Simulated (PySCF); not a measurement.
# How methods differ on the ionisation energy of Ti³⁺

Ti³⁺ [Ar] 3d1 [3d3/2^1, M_J = 3/2] → Ti⁴⁺ [Ar], as a difference of total energies. Calculation: PySCF 2.14, in x2c-SVPall-2c; the two-component X2C-1e Hamiltonian. Correlated levels: [Ne] frozen; the 6 highest virtual spinors dropped. "Screened" scales the spin-orbit matrix elements by Boettger's factors to mimic the two-electron term; Breit and QED terms are absent.

| method | ionisation energy (eV) | error (eV) |
| --- | --- | --- |
| GHF (spin-free) | 43.463 | +0.196 |
| GMP2 (spin-free) | 43.220 | -0.047 |
| GHF (screened spin-orbit) | 43.488 | +0.221 |
| GMP2 (screened spin-orbit) | 43.250 | -0.017 |

Reference: 43.267 eV (measured; NIST Atomic Spectra Database, ionization energies).

Errors of the correlated levels include the incompleteness of this basis and the frozen core.
